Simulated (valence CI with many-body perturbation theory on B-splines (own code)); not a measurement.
**Energy levels of Ce XXVII**

Method: valence CI with perturbative core correlation (CI+MBPT): four valence electrons over a frozen Dirac-Fock core [Ar] 3d10, a basis of 11 s, 11 p, 10 d, 8 f, 5 g, 2 h functions for each j, with the one-electron correlation potential Σ1, the two-electron term Σ2, the three-electron term Σ3, Breit, model QED; selected CI, second order for the rest, scaled by the run's own slope (own B-spline code, finite nucleus).

No measured spectrum was set against this ion. As an estimate, large intervals hold to a few tenths of a per cent, small ones and those within an open d or f shell to about a per cent. Among the levels kept, up to 510 cm⁻¹ of a level comes from second order outside the variational space, and about a tenth of that is noise between levels of different J, which matters for small intervals.

Levels 136 to 179 of 179, with energies above the lowest level, (4s^2 4p1/2^2) J=0. "Leading %" is the weight of the configuration and term that name the level; weights of strongly mixed levels are sums over their largest components and can fall short, so below about 35 % the name and the second component can differ from the true leading terms, or belong to a minority configuration. In the jj column 3d3/2^4 stands for four electrons in 3d with j = 3/2. Lifetimes count E1, E2, E3, M1 and M2 decay at the calculated energies, and are blank where another channel may lead or the interval is too uncertain; long ones can be off by a factor of two.

```
No.  Configuration  Term  J  E (cm⁻¹)  Leading %    Second component  Lifetime                   Leading jj
136         4p3.4d   3D°  3   2461100         20  12 % 4s.4p.4d2 5G°   3.30 ps   4p1/2 4p3/2^2 4d3/2 (34 %)
137         4p3.4d   3P°  1   2470200         48      8 % 4p3.4d 3D°   2.99 ps   4p1/2 4p3/2^2 4d3/2 (43 %)
138      4s.4p.4d2   5G°  4   2470700         58  12 % 4s.4p.4d2 5F°   9.49 ps  4s 4p1/2 4d3/2 4d5/2 (61 %)
139      4s.4p2.4f   3G°  3   2471400         20   7 % 4s.4p2.4f 3F°   6.58 ps  4s 4p1/2 4d3/2 4d5/2 (33 %)
140         4p3.4d   3D°  2   2480300         26     12 % 4p3.4d 3P°   6.42 ps   4p1/2 4p3/2^2 4d5/2 (49 %)
141         4p3.4d   1P°  1   2482500         24     22 % 4p3.4d 3S°   3.85 ps   4p1/2 4p3/2^2 4d5/2 (52 %)
142         4p3.4d   3F°  2   2486300         25     13 % 4p3.4d 3D°   5.32 ps   4p1/2 4p3/2^2 4d5/2 (53 %)
143      4s.4p.4d2   5D°  0   2488100         82      5 % 4p3.4d 3P°   3.97 ps      4s 4p1/2 4d3/2^2 (48 %)
144      4s.4p.4d2   5D°  1   2491700         45  14 % 4s.4p.4d2 5F°   4.09 ps  4s 4p1/2 4d3/2 4d5/2 (60 %)
145      4s.4p.4d2   5D°  2   2494000         16     15 % 4p3.4d 3D°   5.92 ps  4s 4p1/2 4d3/2 4d5/2 (41 %)
146         4p3.4d   1F°  3   2497300         34     14 % 4p3.4d 3F°   4.63 ps   4p1/2 4p3/2^2 4d5/2 (42 %)
147         4p3.4d   3F°  3   2499700         33     19 % 4p3.4d 3D°   5.84 ps   4p1/2 4p3/2^2 4d5/2 (60 %)
148      4s.4p.4d2   5G°  5   2511500         43  12 % 4s.4p.4d2 5F°   10.8 ps  4s 4p1/2 4d3/2 4d5/2 (41 %)
149      4s.4p.4d2   5F°  1   2512500         46  13 % 4s.4p.4d2 5D°   2.24 ps      4s 4p1/2 4d3/2^2 (51 %)
150      4s.4p.4d2   5D°  3   2514000         16     13 % 4p3.4d 1F°   4.22 ps   4p1/2 4p3/2^2 4d5/2 (31 %)
151         4p3.4d   1D°  2   2521600         16     10 % 4p3.4d 3P°   2.85 ps   4p1/2 4p3/2^2 4d5/2 (49 %)
152      4s.4p.4d2   3H°  4   2523800         47  12 % 4s.4p2.4f 3H°   15.3 ps  4s 4p1/2 4d3/2 4d5/2 (48 %)
153      4s.4p.4d2   5P°  1   2526600         30  14 % 4s.4p.4d2 5D°   2.66 ps      4s 4p1/2 4d3/2^2 (29 %)
154      4s.4p.4d2   5F°  2   2528300         25  20 % 4s.4p.4d2 5D°   2.33 ps      4s 4p1/2 4d3/2^2 (34 %)
155         4p3.4d   3D°  1   2529500         16     15 % 4p3.4d 1P°   2.45 ps   4p1/2 4p3/2^2 4d3/2 (40 %)
156      4s.4p.4d2   5D°  4   2538200         29   8 % 4s.4p.4d2 3H°   6.17 ps      4s 4p1/2 4d5/2^2 (44 %)
157      4s.4p.4d2   3F°  2   2547300         40   7 % 4s.4p.4d2 5G°   4.24 ps  4s 4p1/2 4d3/2 4d5/2 (32 %)
158      4s.4p.4d2   3H°  5   2551100         21  14 % 4s.4p.4d2 3G°   20.1 ps  4s 4p1/2 4p3/2 4f7/2 (33 %)
159      4s.4p.4d2   5D°  3   2553400         26  15 % 4s.4p.4d2 5F°   2.95 ps  4s 4p1/2 4d3/2 4d5/2 (54 %)
160      4s.4p.4d2   3G°  3   2567200         24  14 % 4s.4p.4d2 5D°   4.86 ps  4s 4p1/2 4d3/2 4d5/2 (41 %)
161      4s.4p2.4f   5G°  4   2571800         35  15 % 4s.4p.4d2 3F°   4.51 ps  4s 4p1/2 4p3/2 4f5/2 (50 %)
162      4s.4p.4d2   5P°  2   2573400         26  24 % 4s.4p.4d2 5D°   2.59 ps  4s 4p1/2 4d3/2 4d5/2 (60 %)
163      4s.4p2.4f   5G°  5   2573700         35  27 % 4s.4p2.4f 5F°   4.68 ps  4s 4p1/2 4p3/2 4f7/2 (64 %)
164      4s.4p.4d2   3D°  1   2576300         46   9 % 4s.4p2.4f 3D°   3.84 ps  4s 4p1/2 4d3/2 4d5/2 (23 %)
165      4s.4p2.4f   5G°  3   2576500         26  16 % 4s.4p2.4f 5D°   2.89 ps  4s 4p1/2 4p3/2 4f5/2 (57 %)
166      4s.4p2.4f   5F°  2   2577700         30  15 % 4s.4p2.4f 5D°   3.19 ps  4s 4p1/2 4p3/2 4f5/2 (57 %)
167      4s.4p2.4f   5D°  4   2578500         17  14 % 4s.4p.4d2 5F°   2.93 ps  4s 4p1/2 4p3/2 4f7/2 (32 %)
168      4s.4p2.4f   5F°  1   2582400         66  10 % 4s.4p2.4f 5D°   3.51 ps  4s 4p1/2 4p3/2 4f5/2 (81 %)
169      4s.4p2.4f   5G°  6   2583800         46  31 % 4s.4p2.4f 3H°   25.6 ps  4s 4p1/2 4p3/2 4f7/2 (71 %)
170      4s.4p.4d2   3F°  3   2588800         16  11 % 4s.4p.4d2 5D°   6.14 ps      4s 4p1/2 4d5/2^2 (37 %)
171      4s.4p.4d2   3D°  2   2590800         18  14 % 4s.4p.4d2 3P°   4.24 ps      4s 4p1/2 4d5/2^2 (43 %)
172      4s.4p.4d2   3G°  3   2605800         16  15 % 4s.4p2.4f 3D°   2.97 ps  4s 4p1/2 4p3/2 4f5/2 (21 %)
173      4s.4p2.4f   3G°  5   2607100         40  34 % 4s.4p2.4f 5F°   4.54 ps  4s 4p1/2 4p3/2 4f7/2 (63 %)
174      4s.4p2.4f   3G°  4   2607900         44     12 % 4p3.4d 3F°   5.44 ps  4s 4p1/2 4p3/2 4f5/2 (38 %)
175      4s.4p2.4f   5D°  0   2608000         32  18 % 4s.4p2.4f 3P°   3.65 ps  4s 4p1/2 4p3/2 4f5/2 (45 %)
176      4s.4p2.4f   3F°  3   2612700         29  21 % 4s.4p2.4f 5F°   4.47 ps  4s 4p1/2 4p3/2 4f5/2 (50 %)
177      4s.4p2.4f   5D°  2   2612800         30  13 % 4s.4p2.4f 3F°   4.55 ps  4s 4p1/2 4p3/2 4f5/2 (58 %)
178      4s.4p2.4f   5D°  1   2612900         40  15 % 4s.4p2.4f 3P°   4.63 ps  4s 4p1/2 4p3/2 4f5/2 (58 %)
179      4s.4p2.4f   3F°  4   2615100         28  22 % 4s.4p2.4f 5F°   4.75 ps  4s 4p1/2 4p3/2 4f7/2 (40 %)
```

Where two levels of one J and parity lie close, their mixing, g and order are uncertain.
